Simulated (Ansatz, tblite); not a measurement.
Forces on the cluster Pb2S5⁻ at its PBE-D4/def2-SVPD geometry. Charge -1, multiplicity 2.

In the def2 sets Pb takes a core potential; there is no spin–orbit coupling. The xTB rows come from tblite. Another isomer (doublet) lies 0.36 eV lower at PBE0-D4/def2-SVP; other spin states weren't run for this one.

GFN1-xTB (tblite), largest force 1.21 eV/Å:

```xyz
7
positions Å, forces eV/Å
Pb    0.830   -0.108    1.566   -0.579   -0.332   -0.873
Pb   -1.853   -1.176   -0.194    0.861    0.187    0.129
S     0.972    1.029   -2.136   -0.019   -0.379    0.601
S    -1.447    1.164    1.001    0.389   -0.774   -0.003
S     1.152    2.414   -0.684   -0.088   -0.554   -0.165
S    -0.495   -2.437    1.675   -0.030    0.924   -0.243
S     0.842   -0.887   -1.230   -0.534    0.929    0.554
```

GFN2-xTB (tblite), largest force 0.96 eV/Å:

```
Pb -0.550 -0.268 -0.495
Pb 0.592 0.141 0.255
S -0.006 0.193 0.839
S 0.252 -0.789 0.040
S 0.025 -0.723 -0.625
S -0.073 0.843 -0.226
S -0.240 0.603 0.211
```

PBE-D4/def2-SVP (Ansatz), largest force 0.13 eV/Å:

```
Pb -0.077 -0.067 -0.035
Pb 0.086 0.004 0.103
S 0.035 0.093 0.083
S 0.035 -0.077 -0.019
S -0.022 -0.006 -0.080
S -0.031 0.108 -0.049
S -0.026 -0.055 -0.003
```
